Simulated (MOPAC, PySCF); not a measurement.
Cl3Ga, SMILES `[Cl][Ga]([Cl])[Cl]`, neutral singlet in the gas phase. 

Z-matrix (Å, degrees):
```
Ga
Cl 1 2.1266
Cl 1 2.1266 2 120.00
Cl 1 2.1266 2 119.99 3 180.00
```
Charge 0, multiplicity 1.

All levels are single points at this geometry (B3LYP-D3(BJ)/def2-TZVP); Pople sets use spherical d functions. Orbital energies aren't observables, and empty levels follow the basis.

```json
[
 {"level": "PBE-D3(BJ)/def2-TZVP in PySCF", "HOMO (eV)": "-8.01", "LUMO (eV)": "-3.03", "gap (eV)": "4.98", "dipole (D)": "0.00", "vertical IE, Delta-SCF (eV)": "–"},
 {"level": "ωB97X-D3(BJ)/def2-TZVP in PySCF", "HOMO (eV)": "-11.97", "LUMO (eV)": "0.01", "gap (eV)": "11.98", "dipole (D)": "0.00", "vertical IE, Delta-SCF (eV)": "12.18"},
 {"level": "B3LYP/3-21G in PySCF", "HOMO (eV)": "-9.38", "LUMO (eV)": "-2.82", "gap (eV)": "6.56", "dipole (D)": "0.00", "vertical IE, Delta-SCF (eV)": "–"},
 {"level": "B3LYP/6-311+G** (LANL2DZ on Ga) in PySCF", "HOMO (eV)": "-9.31", "LUMO (eV)": "-2.55", "gap (eV)": "6.76", "dipole (D)": "0.00", "vertical IE, Delta-SCF (eV)": "–"},
 {"level": "B3LYP/LANL2DZ in PySCF", "HOMO (eV)": "-9.45", "LUMO (eV)": "-2.84", "gap (eV)": "6.61", "dipole (D)": "0.00", "vertical IE, Delta-SCF (eV)": "–"},
 {"level": "BP86/6-31G* in PySCF", "HOMO (eV)": "-8.10", "LUMO (eV)": "-3.32", "gap (eV)": "4.78", "dipole (D)": "0.00", "vertical IE, Delta-SCF (eV)": "–"},
 {"level": "PBE/6-31G* in PySCF", "HOMO (eV)": "-8.00", "LUMO (eV)": "-3.19", "gap (eV)": "4.81", "dipole (D)": "0.00", "vertical IE, Delta-SCF (eV)": "10.90"},
 {"level": "HF/3-21G in PySCF", "HOMO (eV)": "-13.19", "LUMO (eV)": "0.64", "gap (eV)": "13.82", "dipole (D)": "0.00", "vertical IE, Delta-SCF (eV)": "–"},
 {"level": "HF/6-31G* in PySCF", "HOMO (eV)": "-12.83", "LUMO (eV)": "1.16", "gap (eV)": "13.99", "dipole (D)": "0.00", "vertical IE, Delta-SCF (eV)": "12.19"},
 {"level": "HF/STO-3G in PySCF", "HOMO (eV)": "-10.52", "LUMO (eV)": "3.22", "gap (eV)": "13.74", "dipole (D)": "0.00", "vertical IE, Delta-SCF (eV)": "–"},
 {"level": "AM1 in MOPAC", "HOMO (eV)": "-12.51", "LUMO (eV)": "-3.52", "gap (eV)": "8.99", "dipole (D)": "0.00", "vertical IE, Delta-SCF (eV)": "–"},
 {"level": "PM3 in MOPAC", "HOMO (eV)": "-11.42", "LUMO (eV)": "-4.22", "gap (eV)": "7.21", "dipole (D)": "0.00", "vertical IE, Delta-SCF (eV)": "–"},
 {"level": "PM7 in MOPAC", "HOMO (eV)": "-12.00", "LUMO (eV)": "-1.36", "gap (eV)": "10.64", "dipole (D)": "0.00", "vertical IE, Delta-SCF (eV)": "–"}
]
```
